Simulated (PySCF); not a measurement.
Species: C₆H₆F₂.
InChI=1S/C6H6F2/c7-2-1-5-3-6(5)4-8/h3-4H,1-2H2/b6-4-

Torsions of this conformer, `[F:1]/[CH:2]=[C:3]1[CH:4]=[C:5]/1[CH2:6][CH2:7][F:8]`: C4–C5–C6–C7 -138°, C5–C6–C7–F8 66°.

The closed-shell ground state was solved at several levels (PySCF, density fitting, gas phase, non-relativistic). Geometry: PBE0-D3(BJ)/def2-SVP, one conformer, isolated molecule.

| level | basis functions | HOMO (eV) | LUMO (eV) | gap (eV) | dipole (D) |
| --- | --- | --- | --- | --- | --- |
| PBE0/pcSseg-1 | 166 | -5.76 | -0.50 | 5.26 | 3.26 |
| B3LYP/pcJ-1 | 276 | -5.55 | -0.73 | 4.82 | 3.28 |
| CAM-B3LYP/def2-SVPD | 214 | -7.15 | 0.54 | 7.69 | 3.48 |

(1) Estimate the row for B3LYP/pcSseg-1, a basis of 166 functions; the other rows only guide the guess.

(2) How far do the dipole and the HOMO energy spread over the levels?

## Answers

(1) HOMO -5.55 eV, LUMO -0.73 eV, gap 4.82 eV, dipole 3.25 D.

(2) The dipole runs from 3.25 to 3.48 D (mean 3.32 D) and the HOMO from -7.15 to -5.55 eV.
